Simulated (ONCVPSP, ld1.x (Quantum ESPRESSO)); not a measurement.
## Potentials for Cd compared

Generated with ld1.x 7.5 (TM, RRKJ, ultrasoft, PAW), atompaw 4.2 or ONCVPSP 4.0.1. The cutoff is in Ry: for ld1.x and atompaw files where the sum of valence levels is converged to 10 mRy in a Bessel basis, for ONCV files where the hardest occupied wave has 1 mHa per electron of residual kinetic energy. The error is the largest all-electron minus pseudo excitation energy over each file’s own four to seven test configurations (ionisations up to +4, promotions, holes and added fractions of an electron), all of which were solved. The labels leave out finer settings (local radius, basis sizes, second energies), which also bear on the numbers. Spin-polarised tests are not counted. The rows are a selection from randomly drawn settings: files with unsolved tests, undetermined cutoffs or missed reference levels are left out.

A true bound ghost makes a file unfit for plane-wave use even where its test errors are small: the radial tests pick states by their node count and pass the ghost by.

```csv
potential,cutoff (Ry),largest error (meV),bound ghosts
"PAW, PBE, scalar-relativistic, rc 2.50/1.35/1.50 (spd), local smoothed, core correction yes, reference 4p6 4d10 5s1.75 5p0.25",70,-42,none
"ONCV, PBE, non-relativistic, rc 1.35/1.60/1.85 (spd), local smoothed, core correction yes, reference 4s2 4p6 4d10 5s2, qcut 7.7/13.3/7.2, projectors 2/2/3",48,+31,none
"ONCV, LDA (Perdew-Zunger), scalar-relativistic, rc 1.25/1.00/1.30 (spd), local smoothed, core correction no, reference 4s2 4p6 4d10 5s1.5, qcut 9.5/8/7.2, projectors 2/2/2",249,-4.4,d
```

(1) Fill in the row for Cd: ONCV, PBE, scalar-relativistic, rc 1.45/1.35/1.50 (spd), local smoothed, core correction yes, reference 4s2 4p6 4d10 5s2, qcut 7/8.1/8.6, projectors 2/1/3.

(2) Fill in the row for Cd: RRKJ, PBE, scalar-relativistic, rc 2.40/3.15/1.10 (spd), local smoothed, core correction yes, reference 4d10 5s2 5p0.

Results:

(1) cutoff 64 Ry, largest error -12 meV, bound ghosts: none.

(2) cutoff 140 Ry, largest error -145 meV, bound ghosts: none.
